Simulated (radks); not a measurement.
Results of a calculation; reference values are marked as such.
Problem. Neutral molybdenum: order these configurations by energy. Level of theory: Dirac Kohn-Sham, relativistic LDA (MacDonald-Vosko exchange, VWN5 correlation), spin-unpolarised, spherical densities, finite nucleus; Fermi nuclear charge, rms radius of each element as measured or else 0.836 A^(1/3) + 0.57 fm (a radial shooting solver on a logarithmic mesh with Libxc functionals). Sub-shells are occupied by j as written (lower j first in brackets). [Kr] 4d(3/2: 3, 5/2: 1) 5s1 5p(1/2: 1, 3/2: 0); [Kr] 4d(3/2: 3, 5/2: 1) 5s2; [Kr] 4d(3/2: 4, 5/2: 0) 5s1 5p(1/2: 1, 3/2: 0); [Kr] 4d(3/2: 4, 5/2: 0) 5s2; [Kr] 4d(3/2: 4, 5/2: 1) 5s1.

Solution. From the lowest, in eV above it: [Kr] 4d(3/2: 4, 5/2: 1) 5s1 0.000; [Kr] 4d(3/2: 4, 5/2: 0) 5s2 0.038; [Kr] 4d(3/2: 3, 5/2: 1) 5s2 0.266; [Kr] 4d(3/2: 4, 5/2: 0) 5s1 5p(1/2: 1, 3/2: 0) 3.530; [Kr] 4d(3/2: 3, 5/2: 1) 5s1 5p(1/2: 1, 3/2: 0) 3.763.
